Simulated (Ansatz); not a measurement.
Gas-phase electronic energies from Ansatz, PBE0-D4/def2-TZVP geometries. CCSD(T)/CBS adds triple-zeta CCSD(T) − MP2 to the extrapolated MP2 energy (def2 sets, frozen cores). def2 core potentials past Kr. For In, Mg outer-core shells are correlated without core-valence functions, which leaves a few kJ/mol of doubt a bond. Each species was taken in one conformer, which may not be the lowest.

Consider the redistribution: `[NH2][MgH]` + `C[N](C)[In]([CH3])[O][SiH3]` → `C[N](C)[Mg][NH2]` + `[CH3][InH][O][SiH3]`.

`[NH2][MgH]`:

```xyz
5

N     0.676    0.130    0.505
Mg   -0.818   -0.158   -0.612
H     1.642    0.180    0.217
H     0.662    0.265    1.506
H    -2.163   -0.417   -1.616
```

`C[N](C)[In]([CH3])[O][SiH3]`:

Cartesian coordinates in Å:
```
C 2.404 0.829 -0.171
N 0.974 0.679 -0.223
C 0.308 1.851 -0.723
In 0.040 -0.995 0.364
C 0.744 -2.850 1.119
O -1.939 -0.822 0.164
Si -3.159 0.167 -0.209
H 2.886 -0.076 0.209
H 2.829 1.035 -1.166
H 2.705 1.661 0.484
H 0.504 2.731 -0.091
H -0.774 1.710 -0.761
H 0.643 2.104 -1.741
H 0.405 -3.650 0.462
H 1.831 -2.862 1.176
H 0.325 -3.010 2.112
H -4.464 -0.525 -0.011
H -3.098 0.623 -1.632
H -3.164 1.400 0.638
```

`C[N](C)[Mg][NH2]`:

```xyz
13

C     0.929   -0.822   -1.261
N     0.060    0.027   -0.492
C    -0.615    0.966   -1.348
Mg   -0.167   -0.077    1.388
N    -0.392   -0.180    3.256
H     1.704   -0.251   -1.803
H     0.382   -1.403   -2.024
H     1.453   -1.545   -0.626
H     0.089    1.619   -1.894
H    -1.283    1.624   -0.780
H    -1.233    0.467   -2.115
H     0.145    0.315    3.953
H    -1.073   -0.739    3.747
```

`[CH3][InH][O][SiH3]`:

Z-matrix (Å, degrees):
```
C
In 1 2.133
H 1 1.091 2 108.8
H 1 1.092 2 108.8 3 -117.6
H 1 1.089 2 112.1 3 121.6
O 2 2.006 1 110.8 3 49.7
H 2 1.705 1 140.1 3 -130.7
Si 6 1.619 2 137.4 1 -2.4
H 8 1.493 6 111.7 2 89.4
H 8 1.490 6 110.7 2 -150.4
H 8 1.497 6 112.0 2 -30.4
```

```csv
species,MP2/def2-SVP energy (Eh)
`[NH2][MgH]`,-255.90665
`C[N](C)[In]([CH3])[O][SiH3]`,-728.78024
`C[N](C)[Mg][NH2]`,-389.37636
`[CH3][InH][O][SiH3]`,-595.32481
```

Question: Work out ΔE.

Answer: ΔE = (-389.37636) + (-595.32481) − (-255.90665) − (-728.78024) = -0.01428 Eh = -37.5 kJ/mol. CCSD(T)/CBS gives -28.5 kJ/mol.

Largest T1 diagnostic among the species: 0.014.

The D4 term adds +9.6 kJ/mol with B3LYP and +5.7 kJ/mol with PBE0; it sums over pairs of atoms, weighted by their polarisabilities, and B3LYP, whose exchange is more repulsive, gets the larger term. Leaving LDA and LC-ωPBE aside and taking each functional with its dispersion term where it has one, the values, not all of them listed here, spread over 14.0 kJ/mol, from r2SCAN0-D4 to B97M-V. LDA lies +7.9 kJ/mol from PBE without D4.

B3LYP here is the variant with VWN-RPA as its local correlation; programs differ in this.
